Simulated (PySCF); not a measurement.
Delta-SCF ions had no search for a lower state. 

Cartesian coordinates (Å):
```xyz
12

B      1.9325     0.5319    -0.1424
C      0.5681    -0.1475    -0.0288
C      0.4157    -1.5243     0.0391
S     -1.2043    -2.0227     0.1606
C     -1.7712    -0.3917     0.1263
C     -0.7257     0.4921     0.0241
O     -0.8154     1.8307    -0.0272
H      2.0342     1.7329    -0.2002
H      2.9274    -0.1565    -0.1747
H      1.2162    -2.2641     0.0210
H     -2.8372    -0.1751     0.1832
H     -1.7402     2.0944     0.0191
```
Charge 0, multiplicity 1.

Question: Estimate the vertical ionisation energy (Delta-SCF), total energy and vertical electron affinity (Delta-SCF) that PySCF with ωB97X-D3(BJ)/def2-TZVP // PBE0-D3(BJ)/def2-SVP returns for this input.

Answer: 
| Property | Result |
|---|---|
| vertical ionisation energy (Delta-SCF) | 8.58 eV |
| total energy | -653.8960 Ha |
| vertical electron affinity (Delta-SCF) | 0.05 eV |
